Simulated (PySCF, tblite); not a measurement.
Isomers of C5H7PSi, one GFN2-xTB conformer each. Single-point energies are computed at PBE0/pcSseg-1 (PySCF, gas phase, no added dispersion term), electronic only.

```
           SMILES  GFN2-xTB relative energy (kJ/mol)
   [SiH3]c1ccpcc1                                0.0
C#CP=C=C(C)[SiH3]                              286.1
```

Task: What does PBE0/pcSseg-1 give for the same structures?

Result: 
| SMILES | PBE0/pcSseg-1 E (Eh) | PBE0/pcSseg-1 (kJ/mol) | GFN2-xTB (kJ/mol) | point group |
| --- | --- | --- | --- | --- |
| [SiH3]c1ccpcc1 | -825.02929 | 0.0 | 0.0 | near Cs |
| C#CP=C=C(C)[SiH3] | -824.91060 | 311.6 | 286.1 | C1 |

Both levels put the same isomer lowest. As drawn, the lower has an aromatic ring, which the higher lacks; the higher has a C≡C bond, cumulated double bonds and a C=C bond outside aromatic rings, which the lower lacks.

Task: Which frontier levels, dipoles and rotational constants go with these structures?

Result: 
```
           SMILES  HOMO (eV, PBE0/pcSseg-1)  LUMO (eV)  dipole (D)       A, B, C (MHz)
   [SiH3]c1ccpcc1                     -7.25      -1.77        1.13   4918, 1088, 900.1
C#CP=C=C(C)[SiH3]                     -6.81      -1.71        2.07  2911, 865.7, 826.7
```

Task: What happens when harmonic zero-point energies from GFN2-xTB frequencies are added?

Result: 
| SMILES | ZPE (kJ/mol) | electronic (kJ/mol) | with ZPE (kJ/mol) |
| --- | --- | --- | --- |
| [SiH3]c1ccpcc1 | 250.1 | 0.0 | 0.0 |
| C#CP=C=C(C)[SiH3] | 238.0 | 311.6 | 299.5 |

The zero-point energies span 12.1 kJ/mol. The order is unchanged.
